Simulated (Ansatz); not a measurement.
The same substitution along the group B, Ga, In.

Computed with Ansatz on PBE0-D4/def2-TZVP structures; ΔE is electronic, products minus reactants. CCSD(T)/CBS is the MP2 limit (def2-TZVPP, def2-QZVPP) plus CCSD(T) − MP2 in def2-TZVPP, frozen cores. DFT in def2-TZVPP. def2 core potentials past Kr. For Ga, Ge, In outer-core shells are correlated without core-valence functions, which leaves a few kJ/mol of doubt a bond. Scalar relativity is left out up to krypton. Each species was taken in one conformer, which may not be the lowest.

| reaction | revPBE-D4 (kJ/mol) | CCSD(T)/def2-SVP (kJ/mol) | PBE-D4 (kJ/mol) | ωB97M-V (kJ/mol) |
| --- | --- | --- | --- | --- |
| `CBOC` + `[OH][GeH3]` → `C[O][GeH3]` + `BOC` | 103 | 93 | 106 | 106 |
| `C[O][GaH][CH3]` + `[OH][GeH3]` → `C[O][GeH3]` + `C[O][GaH2]` | 84 | 70 | 87 | 88 |
| `C[O][InH][CH3]` + `[OH][GeH3]` → `C[O][GeH3]` + `C[O][InH2]` | 74 | 60 | 77 | 77 |

(1) Give the CCSD(T)/CBS values in the same order. (Estimate.)

Largest T1 diagnostic: 0.017, for `C[O][InH2]`.

## Answers

(1) Computed: 106, 95, 85 kJ/mol.
